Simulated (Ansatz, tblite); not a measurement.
Cost and result up the ladder for GaP2⁻ (the lowest singlet isomer of a short search) (3 atoms). Total charge -1; singlet. Geometry: r2SCAN-D4/def2-TZVPD.

```xyz
3

Ga   -0.850    1.205    0.124
P     1.040   -0.102   -0.709
P    -0.190   -1.103    0.586
```

Ansatz on 4 threads of Intel Xeon on a shared host; xTB runs through tblite on one thread. Times are rough, summed over both states, and most runs start from the orbitals of an earlier one. ωB97M-V/def2-TZVPD serves as the yardstick here, not as an exact answer. The other state is a triplet at its own geometry.

The xTB rows come from tblite. LC-ωPBE has ω = 0.4 bohr⁻¹. Correlated methods freeze 19 core orbitals; core or outer-core shells of Ga are correlated, in sets that lack core-valence functions. The structure comes from a short search, and lower isomers may exist.

Run but left out: HF/STO-3G (singlet: restricted singlet, unstable in another Hartree–Fock run and untested here); HF/def2-TZVPD, HF/def2-TZVPPD (singlet: restricted singlet, unstable towards broken spin symmetry).

Correlated methods converge slowly with the basis.

xTB has no spin-polarisation term.

```tsv
level	functions	wall time
GFN2-xTB	27	0.008 s
revPBE-D4/def2-TZVPD	140	2.1 s
PBE-D4/def2-TZVPD (with forces)	140	2.2 s
PBE0-D4/def2-TZVPD	140	3.3 s
MP2/def2-TZVPD	140	3.3 s
RPA@PBE/def2-TZVPD	140	3.4 s
LC-ωPBE/def2-TZVPD	140	4.3 s
r2SCAN-D4/def2-TZVPD	140	4.7 s
r2SCAN0-D4/def2-TZVPD	140	5.4 s
B97M-V/def2-TZVPD	140	6.4 s
ωB97M-V/def2-TZVPD	140	8.6 s
CCSD(T)/def2-TZVPPD	150	17 s
```

Q: Estimate what each level gives for the triplet − singlet (eV).

A: 
```json
{"level": "GFN2-xTB", "triplet − singlet (eV)": "0.54", "difference from ωB97M-V/def2-TZVPD (eV)": "-0.10", "remarks": "–"}
{"level": "revPBE-D4/def2-TZVPD", "triplet − singlet (eV)": "0.51", "difference from ωB97M-V/def2-TZVPD (eV)": "-0.14", "remarks": "HOMO above zero (singlet), HOMO above zero (triplet)"}
{"level": "PBE-D4/def2-TZVPD (with forces)", "triplet − singlet (eV)": "0.54", "difference from ωB97M-V/def2-TZVPD (eV)": "-0.11", "remarks": "HOMO above zero (singlet), HOMO above zero (triplet)"}
{"level": "PBE0-D4/def2-TZVPD", "triplet − singlet (eV)": "0.49", "difference from ωB97M-V/def2-TZVPD (eV)": "-0.16", "remarks": "HOMO above zero (triplet)"}
{"level": "MP2/def2-TZVPD", "triplet − singlet (eV)": "0.77", "difference from ωB97M-V/def2-TZVPD (eV)": "0.12", "remarks": "restricted SCF unstable (singlet)"}
{"level": "RPA@PBE/def2-TZVPD", "triplet − singlet (eV)": "0.64", "difference from ωB97M-V/def2-TZVPD (eV)": "-0.01", "remarks": "–"}
{"level": "LC-ωPBE/def2-TZVPD", "triplet − singlet (eV)": "0.42", "difference from ωB97M-V/def2-TZVPD (eV)": "-0.23", "remarks": "–"}
{"level": "r2SCAN-D4/def2-TZVPD", "triplet − singlet (eV)": "0.44", "difference from ωB97M-V/def2-TZVPD (eV)": "-0.21", "remarks": "HOMO above zero (singlet), HOMO above zero (triplet)"}
{"level": "r2SCAN0-D4/def2-TZVPD", "triplet − singlet (eV)": "0.39", "difference from ωB97M-V/def2-TZVPD (eV)": "-0.25", "remarks": "HOMO above zero (triplet)"}
{"level": "B97M-V/def2-TZVPD", "triplet − singlet (eV)": "0.57", "difference from ωB97M-V/def2-TZVPD (eV)": "-0.08", "remarks": "HOMO above zero (singlet), HOMO above zero (triplet)"}
{"level": "ωB97M-V/def2-TZVPD", "triplet − singlet (eV)": "0.65", "difference from ωB97M-V/def2-TZVPD (eV)": "0.00", "remarks": "–"}
{"level": "CCSD(T)/def2-TZVPPD", "triplet − singlet (eV)": "0.66", "difference from ωB97M-V/def2-TZVPD (eV)": "0.01", "remarks": "restricted SCF unstable (singlet)"}
```
